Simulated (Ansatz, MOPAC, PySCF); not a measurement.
Torsion H4–O1–B2–Cl3 in BClH2O (SMILES OBCl); at each angle all else is relaxed with GFN2-xTB, and the levels are single points there.
Geometry at 0° (charge 0, multiplicity 1):
```xyz
5

O     -0.975    -0.162    -0.367
B      0.165     0.486    -0.214
Cl     1.006     0.494     1.302
H     -1.341    -0.637     0.383
H      0.608     1.063    -1.129
```

On the grid 0° to 330°, 270° is the highest and 0° the lowest point at CCSD(T)/CBS(cc-pV(T+d)Z, cc-pV(Q+d)Z).

Frozen-core correlation. CBS: X⁻³ extrapolation of the correlation energy, Hartree–Fock from the larger set. Rows in 3-21G carry no dispersion term and start afresh at each structure. The state reached by PM3 isn't checked.

Programs: Ansatz (Gaussian basis) for Hartree–Fock, density functionals and correlated methods; MOPAC for PM3 (differences of heats of formation); PySCF for 3-21G rows, the dispersion terms. 

```csv
level,energy at 270° less that at 0° (meV)
PM3,657.1
HF/3-21G,438.9
HF/cc-pV(T+d)Z,578.0
B3LYP-D3(BJ)/def2-TZVPP,574.0
PBE0-D3(BJ)/def2-TZVPP,585.4
wB97X-V/def2-TZVPP,586.6
CCSD/cc-pV(D+d)Z,697.9
CCSD/cc-pV(T+d)Z,624.2
"CCSD(T)/CBS(cc-pV(T+d)Z, cc-pV(Q+d)Z)",[?]
```

Question: Fill in the missing entries.

Answer: 
- CCSD(T)/CBS(cc-pV(T+d)Z, cc-pV(Q+d)Z), energy at 270° less that at 0° (meV): 609.6

Ansatz is an electronic-structure program.
